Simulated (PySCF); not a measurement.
# CeB: frontier orbitals

PBE0 at R = 2.286 Å; PySCF, spin-free X2C with a Gaussian nucleus, basis sets Ce x2c-SVPall, B x2c-SVPall. State: sextet, about 1.2 electrons in the 4f shell (Mulliken), real f orbitals that mix terms. Only the outer orbitals are listed, counted within each symmetry.

| spin | orbital | occ. | ε (eV) | on Ce (%) | main shells (%) |
| --- | --- | --- | --- | --- | --- |
| α | 13σ | 1 | -10.31 | 19 | 80 B s, 11 Ce d |
| α | 1φ | 1 | -6.53 | 100 | 100 Ce f |
| α | 7π | 1 | -5.25 | 50 | 50 B p, 43 Ce d |
| α | 7π | 1 | -5.25 | 50 | 50 B p, 43 Ce d |
| α | 14σ | 1 | -5.03 | 42 | 50 B p, 30 Ce d, 8 B s |
| α | 15σ | 1 | -4.13 | 97 | 76 Ce s, 12 Ce d, 9 Ce p |
| α | 3δ | 0 | -1.83 | 100 | 97 Ce d |
| α | 3δ | 0 | -1.83 | 100 | 97 Ce d |
| α | 16σ | 0 | -1.59 | 100 | 79 Ce f, 19 Ce d |
| β | 6π | 1 | -23.04 | 100 | 100 Ce p |
| β | 6π | 1 | -23.04 | 100 | 100 Ce p |
| β | 13σ | 1 | -7.77 | 25 | 74 B s, 13 Ce d |
| β | 7π | 0 | -1.79 | 65 | 63 Ce d, 35 B p |
| β | 7π | 0 | -1.79 | 65 | 63 Ce d, 35 B p |
| β | 14σ | 0 | -1.77 | 99 | 77 Ce s, 15 Ce d |

Question: Which are the highest filled and the lowest empty level, where do they sit, and how wide is the gap?

Answer: Highest filled α 15σ at -4.13 eV (in %: 76 Ce s, 12 Ce d, 9 Ce p); lowest empty α 3δ at -1.83 eV (in %: 97 Ce d); the gap at PBE0 is 2.30 eV.

* bond order (Mayer): 2.00
* ⟨S²⟩: 8.752
* charge on Ce (Mulliken, basis-dependent): 0.23
* charge on Ce (Löwdin, basis-dependent): 0.06
* dipole moment (positive dipole means Ce(−)B(+)): -4.07 D
* polarisability along the bond: 172.0 bohr³
* polarisability across the bond: 178.2 bohr³

Spin–orbit coupling is left out. With d or f electrons several states lie close, and the lowest PBE0 determinant need not be the measured ground state.
